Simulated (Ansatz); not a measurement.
C₂₄H₁₉F₆PS₂⁻, that is (4-phenylthiophenyl)diphenylsulfonium hexafluorophosphate with one electron more. Charge -1, multiplicity 2. Geometry PBE-D4/def2-SVP, that of the neutral singlet; atoms count from 1.

```xyz
52

F    -0.3798   -4.3975   -3.6899
P     1.0210   -3.7167   -3.2134
F     1.7507   -5.1638   -3.0585
F     0.5082   -3.8115   -1.6124
F     1.5378   -3.5450   -4.7478
F     2.4227   -2.9613   -2.6652
F     0.2987   -2.1963   -3.2990
C    -4.4904    4.5874    2.7845
C    -4.8290    4.5281    1.4234
C    -4.8723    3.2910    0.7611
C    -4.5787    2.1110    1.4698
S    -4.6955    0.5282    0.6423
C    -3.0027    0.1473    0.2771
C    -1.9343    1.0522    0.4657
C    -0.6284    0.6727    0.1388
C    -0.3941   -0.6145   -0.3712
S     1.2040   -1.2359   -0.8570
C     2.0194   -1.7480    0.6557
C     2.9326   -2.8014    0.4697
C     3.6137   -3.2936    1.5923
C     3.3669   -2.7540    2.8651
C     2.4293   -1.7205    3.0305
C     1.7400   -1.2093    1.9210
C     2.1232    0.1971   -1.4183
C     2.1307    0.3468   -2.8167
C     2.8378    1.4273   -3.3633
C     3.5308    2.3179   -2.5274
C     3.5306    2.1331   -1.1346
C     2.8263    1.0620   -0.5653
C    -1.4495   -1.5203   -0.5980
C    -2.7487   -1.1355   -0.2627
C    -4.2494    2.1670    2.8386
C    -4.1993    3.4077    3.4901
H    -4.4581    5.5587    3.3012
H    -5.0613    5.4510    0.8701
H    -5.1323    3.2312   -0.3063
H    -2.1269    2.0597    0.8601
H     0.1972    1.3897    0.2590
H     3.0772   -3.2237   -0.5375
H     4.3306   -4.1190    1.4694
H     3.8995   -3.1525    3.7418
H     2.2248   -1.3136    4.0322
H     0.9832   -0.4206    2.0420
H     1.6029   -0.3885   -3.4447
H     2.8590    1.5610   -4.4551
H     4.0915    3.1573   -2.9660
H     4.0904    2.8220   -0.4844
H     2.8432    0.8910    0.5210
H    -1.2350   -2.5061   -1.0401
H    -3.5811   -1.8361   -0.4301
H    -4.0357    1.2348    3.3828
H    -3.9413    3.4519    4.5595
```

Single mean-field runs in def2-SVP are fitted with def2-universal-jkfit. The highest occupied level of the charge -1 doublet lies above zero (up to 0.39 eV). By energy differences its removal costs 0.79 eV (vertical, to the charge 0 singlet, at PBE0-D4/def2-SVP); self-interaction error and the lack of diffuse functions both raise the level.

Question: Estimate the Mulliken populations of the heavy atoms from the PBE0/def2-SVP orbitals of Ansatz.

Answer: 
| atom | charge (e) | spin (α − β) |
| --- | --- | --- |
| F1 | -0.38 | 0.00 |
| P2 | 1.56 | 0.00 |
| F3 | -0.38 | 0.00 |
| F4 | -0.41 | 0.00 |
| F5 | -0.38 | 0.00 |
| F6 | -0.41 | 0.00 |
| F7 | -0.41 | 0.00 |
| C8 | -0.02 | 0.02 |
| C9 | -0.03 | -0.01 |
| C10 | 0.03 | 0.04 |
| C11 | -0.20 | 0.01 |
| S12 | 0.03 | 0.01 |
| C13 | -0.11 | 0.24 |
| C14 | -0.02 | -0.11 |
| C15 | -0.01 | 0.20 |
| C16 | -0.17 | 0.08 |
| S17 | 0.30 | 0.08 |
| C18 | -0.16 | 0.08 |
| C19 | 0.04 | 0.08 |
| C20 | -0.04 | -0.05 |
| C21 | -0.03 | 0.13 |
| C22 | -0.04 | -0.02 |
| C23 | 0.02 | 0.04 |
| C24 | -0.14 | 0.06 |
| C25 | 0.07 | -0.02 |
| C26 | -0.05 | 0.05 |
| C27 | -0.01 | 0.02 |
| C28 | -0.04 | -0.01 |
| C29 | 0.01 | 0.05 |
| C30 | 0.05 | 0.05 |
| C31 | -0.04 | -0.01 |
| C32 | 0.05 | -0.01 |
| C33 | -0.04 | 0.02 |
Mulliken values and Mayer orders depend strongly on the basis.

Question: Where does the spin sit?

Answer: Summed by element: F 0.00, P 0.00, C 0.94, S 0.09, H -0.03, of 1 unpaired in all. Largest on single atoms: C13 0.24, C15 0.20, C21 0.13.

Question: And the Mayer bond orders between bonded heavy atoms (over 0.3)?

Answer: F1–P2 0.93 (1.63 Å); P2–F3 0.93 (1.63 Å); P2–F4 0.79 (1.68 Å); P2–F5 0.93 (1.63 Å); P2–F6 0.79 (1.68 Å); P2–F7 0.79 (1.69 Å); C8–C9 1.40 (1.40 Å); C8–C33 1.36 (1.41 Å); C9–C10 1.39 (1.40 Å); C10–C11 1.38 (1.41 Å); C11–S12 1.01 (1.79 Å); C11–C32 1.38 (1.41 Å); S12–C13 0.96 (1.77 Å); C13–C14 1.37 (1.41 Å); C13–C31 1.25 (1.41 Å); C14–C15 1.45 (1.40 Å); C15–C16 1.25 (1.40 Å); C16–S17 1.05 (1.78 Å); C16–C30 1.29 (1.41 Å); S17–C18 0.92 (1.79 Å); S17–C24 0.92 (1.79 Å); C18–C19 1.32 (1.41 Å); C18–C23 1.35 (1.40 Å); C19–C20 1.43 (1.40 Å); C20–C21 1.36 (1.40 Å); C21–C22 1.34 (1.41 Å); C22–C23 1.44 (1.40 Å); C24–C25 1.39 (1.41 Å); C24–C29 1.36 (1.40 Å); C25–C26 1.41 (1.40 Å); C26–C27 1.35 (1.40 Å); C27–C28 1.41 (1.41 Å); C28–C29 1.39 (1.40 Å); C30–C31 1.52 (1.40 Å); C32–C33 1.41 (1.40 Å).
